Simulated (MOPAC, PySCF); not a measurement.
H9GaSi3, SMILES `[SiH3][Ga]([SiH3])[SiH3]`, neutral singlet in the gas phase. 

Z-matrix (Å, degrees):
```
Ga
Si 1 2.4106
H 2 1.4883 1 113.57
H 2 1.4888 3 108.17 1 125.72
H 2 1.4924 3 107.44 4 115.61
Si 1 2.4111 2 120.95 3 160.73
H 6 1.4880 1 114.24 2 -16.82
H 6 1.4896 7 108.07 1 124.66
H 6 1.4919 7 107.67 8 115.52
Si 1 2.4114 2 119.87 3 -20.86
H 10 1.4883 1 113.72 2 -157.18
H 10 1.4889 11 108.14 1 -125.79
H 10 1.4924 11 107.47 12 -115.54
```
Charge 0, multiplicity 1.

All levels are single points at this geometry (r2SCAN-D4/def2-TZVP); Pople sets use spherical d functions. Orbital energies aren't observables, and empty levels follow the basis.

| level | HOMO (eV) | LUMO (eV) | gap (eV) | dipole (D) | vertical IE, Delta-SCF (eV) |
|---|---|---|---|---|---|
| r2SCAN-D4/def2-TZVP in PySCF | -6.53 | -3.26 | 3.27 | 0.08 | – |
| B3LYP/6-311+G** (LANL2DZ on Ga) in PySCF | -7.18 | -2.73 | 4.45 | 0.08 | – |
| B3LYP/LANL2DZ in PySCF | -7.27 | -2.52 | 4.76 | 0.05 | – |
| AM1 in MOPAC | -9.06 | -1.73 | 7.34 | 0.05 | – |
| PM3 in MOPAC | -8.36 | -3.32 | 5.03 | 0.19 | – |
| PM7 in MOPAC | -9.37 | 0.32 | 9.70 | 0.06 | – |
